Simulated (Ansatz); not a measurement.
C3H10OSi can be A, `CC[SiH2]CO`, or B, `CCC[SiH2]O`.

Calculated with Ansatz (gas phase, PBE0-D4/def2-TZVP geometries, no zero-point term in ΔE). CCSD(T)/CBS is the MP2 limit (def2-TZVPP, def2-QZVPP) plus CCSD(T) − MP2 in def2-TZVPP, frozen cores. Functionals use def2-TZVPP. B3LYP here is the variant with VWN-RPA as its local correlation; programs differ in this. One conformer a species, not always the lowest.

Q: Which is lower in electronic energy at CCSD(T)/CBS, and by how much? (An estimate is asked.)

A: Ansatz gave: B, by 39.8 kcal/mol.

Q: Give E(B) − E(A) in kcal/mol with CCSD/def2-TZVPP, B3LYP, ωB97M-V, PBE-D4, B3LYP-D4, HF/def2-TZVPP, MP2/def2-TZVPP. (Estimate.)

A: Computed: CCSD/def2-TZVPP -39.7, B3LYP -37.9, ωB97M-V -38.6, PBE-D4 -35.4, B3LYP-D4 -38.0, HF/def2-TZVPP -41.2, MP2/def2-TZVPP -41.3. None reverses the order clearly.

Largest T1 diagnostic: 0.010.

From PBE to PBE0 (25 % exact exchange), in def2-TZVPP and without D4, E(B) − E(A) moves by −1.8 kcal/mol.
